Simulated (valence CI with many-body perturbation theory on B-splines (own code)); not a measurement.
**Energy levels of Tc²⁺**

Computed by relativistic CI+MBPT: five valence electrons over a frozen Dirac-Fock core [Kr], a basis of 7 s, 7 p, 8 d, 6 f, 4 g, 1 h functions for each j, with the one-electron correlation potential Σ1 (screened to all orders), the two-electron term Σ2, the three-electron term Σ3, Breit, model QED; selected single and double excitations, second order for the rest, scaled by the run's own slope (own B-spline code, finite nucleus).

No measured levels were compared; by estimate terms of the open shell hold to 2 to 4 % of their energy, and close levels can change places; different configurations can be misplaced against each other by 1,000 to 8,000 cm⁻¹. Among the levels kept, up to 3300 cm⁻¹ of a level comes from second order outside the variational space, and about a tenth of that is noise between levels of different J, which matters for small intervals. Only levels of the ground parity were solved; by the run's estimate the other parity begins above the list, which can be wrong where configurations are misplaced.

Levels 1 to 33 of 33, with energies above the lowest level, 4d⁵ ⁶S_5/2. "Leading %" is the weight of the configuration and term that name the level; weights of strongly mixed levels are sums over their largest components and can fall short, so below about 35 % the name and the second component can differ from the true leading terms, or belong to a minority configuration.

```csv
No.,Configuration,Term,J,E (cm⁻¹),Leading %,g,Second component
1,4d⁵,⁶S,5/2,0.0,98,1.999,
2,4d⁵,⁴G,5/2,19360,95,0.581,
3,4d⁵,⁴G,7/2,19530,96,0.987,
4,4d⁵,⁴G,11/2,19618,97,1.271,
5,4d⁵,⁴G,9/2,19638,97,1.172,
6,4d⁵,⁴P,5/2,21757,61,1.508,32 % 4d⁵ ⁴D
7,4d⁵,⁴P,3/2,22036,64,1.548,32 % 4d⁵ ⁴D
8,4d⁵,⁴P,1/2,22465,76,2.117,20 % 4d⁵ ⁴D
9,4d⁵,⁴D,7/2,23660,94,1.423,
10,4d⁵,⁴D,1/2,24076,76,0.547,20 % 4d⁵ ⁴P
11,4d⁵,⁴D,3/2,24482,63,1.373,32 % 4d⁵ ⁴P
12,4d⁵,⁴D,5/2,24519,62,1.438,31 % 4d⁵ ⁴P
13,4d⁵,²I,11/2,28164,94,0.931,4 % 4d⁵ ²H
14,4d⁵,²I,13/2,28512,98,1.077,
15,4d⁵,²D,5/2,30502,51,1.071,35 % 4d⁵ ²F
16,4d⁵,²D,3/2,31266,64,0.674,32 % 4d⁵ ⁴F
17,4d⁵,⁴F,9/2,32303,76,1.282,18 % 4d⁵ ²G
18,4d⁵,⁴F,7/2,32306,60,1.180,27 % 4d⁵ ²F
19,4d⁵,⁴F,5/2,32708,85,1.016,10 % 4d⁵ ²F
20,4d⁵,²F,7/2,33138,65,1.168,26 % 4d⁵ ⁴F
21,4d⁵,⁴F,3/2,33384,64,0.537,31 % 4d⁵ ²D
22,4d⁵,²H,9/2,34333,56,1.027,26 % 4d⁵ ²G
23,4d⁵,²F,5/2,34682,54,1.004,38 % 4d⁵ ²D
24,4d⁵,²G,7/2,35285,85,0.920,8 % 4d⁵ ²F
25,4d⁵,²H,11/2,35587,92,1.085,4 % 4d⁵ ²I
26,4d⁵,²G,9/2,36381,52,1.044,39 % 4d⁵ ²H
27,4d⁵,²F,7/2,37601,89,1.146,6 % 4d⁵ ⁴F
28,4d⁵,²F,5/2,37743,88,0.877,4 % 4d⁵ ⁴F
29,4d⁵,²S,1/2,40985,93,1.999,
30,4d⁴5s,⁶D,1/2,43454,96,3.328,
31,4d⁴5s,⁶D,3/2,43880,97,1.866,
32,4d⁴5s,⁶D,5/2,44468,97,1.657,
33,4d⁴5s,⁶D,7/2,45177,97,1.587,
```

Names give the largest LS component (configuration and term), which can be under half, so a name can repeat, a term be missing and a line seem to break the LS rules; names also repeat where a configuration has a term twice.

Where two levels of one J and parity lie close, their mixing, g and order are uncertain.

The ionisation energy to 4d⁴ ⁵D0 of the next ion comes out as 29.275 eV (NIST: 29.55 eV (semi-empirical), further off than twice its uncertainty). All 33 levels together are meant to be complete up to 45710 cm⁻¹.
